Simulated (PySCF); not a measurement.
Species: HBr.
SMILES with atom numbers: `[BrH:1]` (hydrogens: H2 on Br1)

Theory: TDDFT CAM-B3LYP/aug-cc-pVTZ, vertical, gas phase, core orbitals frozen in the response in PySCF. Isolated species at its PBE0-D3(BJ)/def2-TZVP geometry, gas phase. Relativistic effects, spin–orbit coupling among them, are left out although an element past zinc is present.

Frontier orbitals with the atoms that hold most of them (Löwdin shares over 4%, at most four atoms; ? is withheld):

| orbital | ε (eV) | atoms |
| --- | --- | --- |
| HOMO-3 | -23.96 | Br1 70%, H2 30% |
| HOMO-2 | -13.89 | Br1 70%, H2 30% |
| HOMO-1 | -10.17 | Br1 85%, H2 15% |
| HOMO | -10.17 | Br1 85%, H2 15% |
| LUMO | ? | H2 80%, Br1 20% |
| LUMO+1 | 1.50 | Br1 66%, H2 34% |
| LUMO+2 | 1.79 | Br1 73%, H2 27% |

What is the LUMO energy, and the HOMO–LUMO gap?

ε(LUMO) = -0.07 eV; the gap is 10.09 eV (0.3710 hartree).

Within 0.005 eV of a neighbour in this list lie HOMO-1/HOMO (point group found: C∞v).

How does S1 compare with the orbital gap of 10.09 eV?

S1 is at 6.55 eV (f = 0.019), 3.54 eV below the gap, made of HOMO-1/HOMO→LUMO (≥73%), HOMO-1/HOMO→LUMO+1 (≥12%). S1/S2 lie within about 0.01 eV of each other. 

Next come S2 at 6.55 eV (f 0.019), HOMO-1/HOMO→LUMO (≥73%), HOMO-1/HOMO→LUMO+1 (≥12%); S3 at 8.36 eV (f 0.102), HOMO-1/HOMO→LUMO+1 (≥38%), HOMO-1/HOMO→LUMO+2 (≥21%); S4 at 8.36 eV (f 0.102), HOMO-1/HOMO→LUMO+1 (≥38%), HOMO-1/HOMO→LUMO+2 (≥21%); S5 at 8.93 eV (f 0.0096), HOMO-1/HOMO→LUMO+2 (≥54%), HOMO-1/HOMO→LUMO+1 (≥41%).

Orbitals of the list HOMO-3 to LUMO+2 that lie within 0.01 eV of each other are written together with a slash and their weights summed (≥ marks a lower bound); for degenerate orbitals outside that list single weights are arbitrary.

Löwdin shares depend on the basis, the more so with diffuse functions.

The run took 2.7 s on Arm Neoverse N1, one thread, on a shared host, and the process peaked at 0.31 GiB of memory.
